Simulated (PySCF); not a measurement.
C7H9PS.
Atom-mapped SMILES: `[CH3:1][S:2][c:3]1[cH:4][cH:5][c:6]([CH3:7])[cH:8][p:9]1` (hydrogens: H10, H11, H12 on C1; H13 on C4; H14 on C5; H15, H16, H17 on C7; H18 on C8)

The same species was optimised twice, with GFN2-xTB and with PBE0-D3(BJ)/def2-SVP (PySCF), and the same property calculations (PySCF, gas phase) were run on both structures.

```json
{"coordinate": "C3–C4 (Å)", "GFN2-xTB": "1.390", "PBE0-D3(BJ)/def2-SVP": "1.404", "change": "+0.014"}
{"coordinate": "C1–S2 (Å)", "GFN2-xTB": "1.811", "PBE0-D3(BJ)/def2-SVP": "1.797", "change": "-0.014"}
{"coordinate": "C6–C8 (Å)", "GFN2-xTB": "1.379", "PBE0-D3(BJ)/def2-SVP": "1.390", "change": "+0.011"}
{"coordinate": "C5–C6 (Å)", "GFN2-xTB": "1.395", "PBE0-D3(BJ)/def2-SVP": "1.406", "change": "+0.011"}
{"coordinate": "S2–C3 (Å)", "GFN2-xTB": "1.766", "PBE0-D3(BJ)/def2-SVP": "1.757", "change": "-0.009"}
{"coordinate": "C4–C5 (Å)", "GFN2-xTB": "1.377", "PBE0-D3(BJ)/def2-SVP": "1.386", "change": "+0.009"}
{"coordinate": "C3–P9 (Å)", "GFN2-xTB": "1.749", "PBE0-D3(BJ)/def2-SVP": "1.755", "change": "+0.006"}
{"coordinate": "C8–P9 (Å)", "GFN2-xTB": "1.732", "PBE0-D3(BJ)/def2-SVP": "1.738", "change": "+0.006"}
{"coordinate": "C6–C7 (Å)", "GFN2-xTB": "1.501", "PBE0-D3(BJ)/def2-SVP": "1.504", "change": "+0.003"}
{"coordinate": "S2–C3–P9 (°)", "GFN2-xTB": "120.6", "PBE0-D3(BJ)/def2-SVP": "122.0", "change": "+1.4"}
{"coordinate": "C5–C6–C8 (°)", "GFN2-xTB": "121.2", "PBE0-D3(BJ)/def2-SVP": "120.0", "change": "-1.2"}
{"coordinate": "C4–C3–P9 (°)", "GFN2-xTB": "124.0", "PBE0-D3(BJ)/def2-SVP": "123.0", "change": "-1.0"}
{"coordinate": "C1–S2–C3 (°)", "GFN2-xTB": "102.3", "PBE0-D3(BJ)/def2-SVP": "103.1", "change": "+0.8"}
{"coordinate": "C4–C5–C6 (°)", "GFN2-xTB": "123.6", "PBE0-D3(BJ)/def2-SVP": "124.4", "change": "+0.8"}
{"coordinate": "C3–P9–C8 (°)", "GFN2-xTB": "99.7", "PBE0-D3(BJ)/def2-SVP": "100.5", "change": "+0.8"}
{"coordinate": "C7–C6–C8 (°)", "GFN2-xTB": "120.2", "PBE0-D3(BJ)/def2-SVP": "120.9", "change": "+0.7"}
{"coordinate": "C5–C6–C7 (°)", "GFN2-xTB": "118.6", "PBE0-D3(BJ)/def2-SVP": "119.2", "change": "+0.6"}
{"coordinate": "C1–S2–C3–C4 (°)", "GFN2-xTB": "180", "PBE0-D3(BJ)/def2-SVP": "180", "change": "0"}
```

Rotational constants: A = 3015, B = 725.0, C = 588.8 MHz (GFN2-xTB) against A = 3009, B = 713.5, C = 581.0 MHz (PBE0-D3(BJ)/def2-SVP).

On the GFN2-xTB structure: HOMO (eV) -6.06 [PBE0/pcSseg-1]; LUMO (eV) -1.43 [PBE0/pcSseg-1]; dipole (D) 1.01 [PBE0/pcSseg-1]; GIAO shielding of C1 (ppm) 164.1 [PBE0/pcSseg-1]; GIAO shielding of S2 (ppm) 429.8 [PBE0/pcSseg-1]; GIAO shielding of C3 (ppm) 1.2 [PBE0/pcSseg-1]; GIAO shielding of C4 (ppm) 51.7 [PBE0/pcSseg-1]; GIAO shielding of C5 (ppm) 51.8 [PBE0/pcSseg-1]; GIAO shielding of C6 (ppm) 44.1 [PBE0/pcSseg-1]; GIAO shielding of C7 (ppm) 159.3 [PBE0/pcSseg-1]; GIAO shielding of C8 (ppm) 24.8 [PBE0/pcSseg-1].

**Question.** What do these properties become on the PBE0-D3(BJ)/def2-SVP structure?

**Answer.** 
| property | level | on GFN2-xTB | on PBE0-D3(BJ)/def2-SVP | change |
| --- | --- | --- | --- | --- |
| HOMO (eV) | PBE0/pcSseg-1 | -6.06 | -6.06 | 0.00 |
| LUMO (eV) | PBE0/pcSseg-1 | -1.43 | -1.42 | +0.01 |
| dipole (D) | PBE0/pcSseg-1 | 1.01 | 0.95 | -0.06 |
| energy, GFN2-xTB geometry as zero (kcal/mol) | PBE0/pcSseg-1 | 0.0 | -0.6 | -0.6 |
| GIAO shielding of C1 (ppm) | PBE0/pcSseg-1 | 164.1 | 164.1 | 0.0 |
| GIAO shielding of S2 (ppm) | PBE0/pcSseg-1 | 429.8 | 434.4 | +4.6 |
| GIAO shielding of C3 (ppm) | PBE0/pcSseg-1 | 1.2 | 0.2 | -1.0 |
| GIAO shielding of C4 (ppm) | PBE0/pcSseg-1 | 51.7 | 48.9 | -2.8 |
| GIAO shielding of C5 (ppm) | PBE0/pcSseg-1 | 51.8 | 48.6 | -3.2 |
| GIAO shielding of C6 (ppm) | PBE0/pcSseg-1 | 44.1 | 41.8 | -2.3 |
| GIAO shielding of C7 (ppm) | PBE0/pcSseg-1 | 159.3 | 158.0 | -1.3 |
| GIAO shielding of C8 (ppm) | PBE0/pcSseg-1 | 24.8 | 22.7 | -2.1 |

The heavy atoms differ by 0.024 Å rms after alignment. Among bonds between heavy atoms C1–S2 and C3–C4 change most and about equally (-0.014 to +0.014 Å). Changes are differences of the printed values. Neither structure is proved a minimum here.

Shape of the structure used: `[CH3:1][S:2][c:3]1[cH:4][cH:5][c:6]([CH3:7])[cH:8][p:9]1`: C1–S2–C3–C4 180°.
